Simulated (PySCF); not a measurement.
## Fractional electron number in Fe²⁺ (iron, charge +2)

The 3d beta orbital of [Ar] 3d6 is emptied in steps (occupation f), with all orbitals relaxed, ending at [Ar] 3d5. Calculation: PySCF 2.14, in def2-SVP; no relativity, point nucleus. The exact energy is a straight line in f; departures are measured from the line between the end points of the same method.

| f | PBE0 (eV) | r2SCAN (eV) | LC-wPBE (eV) |
| --- | --- | --- | --- |
| 1 | 0.000 | 0.000 | 0.000 |
| 0.9 | -0.510 | -0.685 | -0.279 |
| 0.7 | -1.198 | -1.604 | -0.662 |
| 0.5 | -1.435 | -1.917 | -0.799 |
| 0.3 | -1.212 | -1.615 | -0.681 |
| 0.1 | -0.522 | -0.693 | -0.296 |
| 0 | 0.000 | 0.000 | 0.000 |

```json
{"method": "PBE0", "E(f=0) − E(f=1) (eV)": "31.504", "−ε at f=1 (eV)": "25.853", "−ε at f=0.5 (eV)": "31.461"}
{"method": "r2SCAN", "E(f=0) − E(f=1) (eV)": "31.285", "−ε at f=1 (eV)": "23.686", "−ε at f=0.5 (eV)": "31.253"}
{"method": "LC-wPBE", "E(f=0) − E(f=1) (eV)": "31.860", "−ε at f=1 (eV)": "28.779", "−ε at f=0.5 (eV)": "31.801"}
```

Orbital energy along the path (eV):

```tsv
f	PBE0	r2SCAN	LC-wPBE
1	-25.853	-23.686	-28.779
0.9	-26.953	-25.183	-29.356
0.7	-29.185	-28.200	-30.550
0.5	-31.461	-31.253	-31.801
0.3	-33.779	-34.339	-33.108
0.1	-36.135	-37.448	-34.469
0	-37.319	-38.984	-35.169
```

Reference removal energy between the ground levels: 30.651 ± 0.012 eV (measured; NIST Atomic Spectra Database, ionization energies). The calculation has no spin-orbit coupling. The determinant left behind need not be the lowest term of the ion.
